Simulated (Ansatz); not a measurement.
H₆Si₂Te, SMILES `[SiH3][SiH2][TeH]`, relaxed with RKS PBE-D4/def2-SVP in Ansatz 0.2.0 from a rough embedded geometry. The force threshold is 0.03 eV/Å; the program also tests the step.

Charge 0, multiplicity 1. Te: def2 effective core potential.

Start:

```xyz
9

Si   -1.309    0.410   -0.682
Si    0.719    0.185    0.069
Te    0.818   -1.804    1.516
H    -1.433    1.585   -1.527
H    -2.297    0.576    0.393
H    -1.723   -0.812   -1.493
H     1.660    0.019   -1.017
H     1.055    1.388    0.883
H     2.511   -1.547    1.858
```

```json
{"step": "1", "energy (eV)": "-23132.3729", "largest force (eV/Å)": "2.119", "largest move (Å)": "0.000"}
{"step": "2", "energy (eV)": "-23132.6645", "largest force (eV/Å)": "0.730", "largest move (Å)": "0.126"}
{"step": "3", "energy (eV)": "-23132.7071", "largest force (eV/Å)": "0.341", "largest move (Å)": "0.130"}
{"step": "4", "energy (eV)": "-23132.7186", "largest force (eV/Å)": "0.079", "largest move (Å)": "0.080"}
{"step": "5", "energy (eV)": "-23132.7194", "largest force (eV/Å)": "0.011", "largest move (Å)": "0.018"}
```

End:

```xyz
9

Si   -1.404    0.404   -0.717
Si    0.796    0.214    0.094
Te    0.841   -1.848    1.558
H    -1.520    1.612   -1.607
H    -2.360    0.546    0.436
H    -1.764   -0.826   -1.505
H     1.768    0.081   -1.050
H     1.171    1.441    0.884
H     2.472   -1.624    1.907
```

Hardware: 2 threads of an Arm Neoverse V1 on a shared host. Wall time 9.5 s, peak host memory 0.13 GiB.
